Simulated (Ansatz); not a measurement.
## Nudged elastic band run: AlH$_{4}$ISi

The input (input.yaml):

```yaml
crystal:
  periodic: [false, false, false]
  atoms:
    - { symbol: Si, position_ang: [-0.97912, 0.412449, -0.38647] }
    - { symbol: Al, position_ang: [1.227951, -0.251909, 0.45573] }
    - { symbol: I, position_ang: [1.681861, -2.670875, 0.877799] }
    - { symbol: H, position_ang: [-1.905451, -0.756882, -0.584293] }
    - { symbol: H, position_ang: [-0.828905, 1.133427, -1.704278] }
    - { symbol: H, position_ang: [-1.625561, 1.37861, 0.576669] }
    - { symbol: H, position_ang: [2.429225, 0.75517, 0.764842] }
basis:
  gaussian: { orbitals: def2-SVP }
hamiltonian:
  xc: pbe
  dispersion: d4
neb:
  order_check: false
  images: 7
  f_tol: 0.05
  max_iterations: 60
  initial_path: idpp
  final_atoms:
    - { symbol: Si, position_ang: [-0.96537768, 0.42393762, -0.40415072] }
    - { symbol: Al, position_ang: [1.09604878, -0.34074518, 0.68504086] }
    - { symbol: I, position_ang: [2.48891639, -2.03816977, -0.50416884] }
    - { symbol: H, position_ang: [-2.16021701, 0.11763624, 0.46613026] }
    - { symbol: H, position_ang: [-1.1712072, -0.23041477, -1.74388948] }
    - { symbol: H, position_ang: [-0.93003885, 1.91995625, -0.6023548] }
    - { symbol: H, position_ang: [1.64187557, 0.14778962, 2.10339172] }
```

Command:

```bash
$ ansatz run input.yaml --threads 1 --pin off --max-ram 2048MiB --backend cpu --events-out ev --progress --plain --runs-dir out
```

Output, in part (warnings, iteration lines, the closing report on the highest movable image, with atoms numbered from 0):

```
NEB end point (image 0): max|allowed force component| = 1.487e-2 eV/Å (the criterion of neb.relax_end_points is 1.000e-2)
NEB end point (image 8): max|allowed force component| = 1.549e-2 eV/Å (the criterion of neb.relax_end_points is 1.000e-2)
NEB iter   1: max|band force component| = 2.991e-1 eV/Å  barrier→ = 0.0256 eV  barrier← = 0.0259 eV  CI = image 4  Δτ_max = 0.1513 Å  (216 SCF iters)
NEB iter   2: max|band force component| = 1.118e-1 eV/Å  barrier→ = 0.0077 eV  barrier← = 0.0080 eV  CI = image 4  Δτ_max = 0.0633 Å  (178 SCF iters)
NEB iter   3: max|band force component| = 3.435e-2 eV/Å  barrier→ = -0.0001 eV  barrier← = 0.0003 eV  CI = image 2  Δτ_max = 0.0000 Å  (356 SCF iters)
Total energy: -22628.73461024 eV, -831.5906586191 hartree
Atom 0 at    -1.007027     0.395718    -0.324874 Å, force    -0.011081     0.023646     0.016791 eV/Å
Atom 1 at     1.221363    -0.236695     0.486595 Å, force    -0.004427     0.015607     0.017151 eV/Å
Atom 2 at     2.010447    -2.579840     0.130561 Å, force    -0.007354     0.002698    -0.007651 eV/Å
Atom 3 at    -1.975389    -0.758078    -0.331575 Å, force     0.019152    -0.002830     0.000177 eV/Å
Atom 4 at    -0.907656     0.933424    -1.732422 Å, force     0.004232    -0.009163     0.001514 eV/Å
Atom 5 at    -1.575926     1.496737     0.537818 Å, force    -0.009924    -0.013019    -0.018019 eV/Å
Atom 6 at     2.234189     0.748725     1.233896 Å, force     0.009401    -0.016939    -0.009964 eV/Å
Dipole moment:    -0.079410     0.167171     0.015694 e Å
```

The forces met the threshold. The highest image is an end point: on this band no image between the ends rises above it.

Final band (atoms are numbered from 1 in the order of the input):

| image | path coordinate (Å) | energy (eV) | dihedral H5–Si1–Al2–I3 (°) |
| --- | --- | --- | --- |
| 0 | 0.00 | 0.000 | -121 |
| 1 | 0.45 | 0.000 | -106 |
| 2 | 0.90 | 0.000 | -91 |
| 3 | 1.35 | 0.000 | -76 |
| 4 | 1.80 | 0.000 | -61 |
| 5 | 2.26 | 0.000 | -45 |
| 6 | 2.71 | -0.001 | -30 |
| 7 | 3.16 | -0.001 | -15 |
| 8 | 3.62 | 0.000 | -1 |

The run took 47 s on 1 thread of Intel(R) Xeon(R) Platinum 8488C (Sapphire Rapids) (shared host), peak memory 0.27 GiB.
